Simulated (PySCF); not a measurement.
Question: Write Cartesian coordinates for InChI=1S/C7H10/c1-5-2-3-6-4-7(5)6/h6-7H,1-4H2/t6-,7-/m1/s1 as optimised with B3LYP/def2-SV(P).

Answer: 
```xyz
17
C7H10 angstrom
C      1.4230   -1.6169    0.7904
C      0.5466   -0.7122    0.3357
C     -0.5432   -0.9567   -0.6995
C     -1.6837    0.0196   -0.3134
C     -0.9923    1.1641    0.4244
C      0.2179    1.7796   -0.2151
C      0.3990    0.6874    0.8285
H      2.1723   -1.3553    1.5472
H      1.4217   -2.6502    0.4233
H     -0.8678   -2.0100   -0.7249
H     -0.1613   -0.7221   -1.7113
H     -2.2638    0.3592   -1.1905
H     -2.3903   -0.4762    0.3766
H     -1.5891    1.7773    1.1088
H      0.4872    2.7942    0.0998
H      0.4535    1.5622   -1.2644
H      0.8502    0.9578    1.7886
```

Orientation and origin are arbitrary. Atoms count from 1 in this order. The C–C distances run from 1.339 Å (C1=C2, drawn double) to 1.550 Å (C3–C4, drawn single), a spread of 0.211 Å. The 5-membered ring C2–C3–C4–C5–C7 has internal angles of 104.8° to 107.9°; it is puckered, 0.12 Å rms from its mean plane, widest ring torsion 26°. Of the pairs four or more bonds apart, C3···H16 is among the closest relative to their van der Waals radii: 2.77 Å, 95 % of the sum of Bondi's values. The 3-membered ring C5–C6–C7 has internal angles of 59.0° to 60.6°.

Bonds between heavy atoms (Å): C1=C2 1.339, C2–C3 1.523, C3–C4 1.550, C4–C5 1.527, C5–C6 1.501, C6–C7 1.521, C2–C7 1.491, C5–C7 1.525.

Method used: PySCF 2.14.0, B3LYP/def2-SV(P) geometry optimisation, gas phase.

Point group: C1 (no symmetry element, even within 0.4 Å). Stationary, but not proved a minimum. The numbers are those of one conformer (C1–C2–C3–C4 149°, C2–C3–C4–C5 26°, C3–C4–C5–C6 49°, C4–C5–C6–C7 -96°).
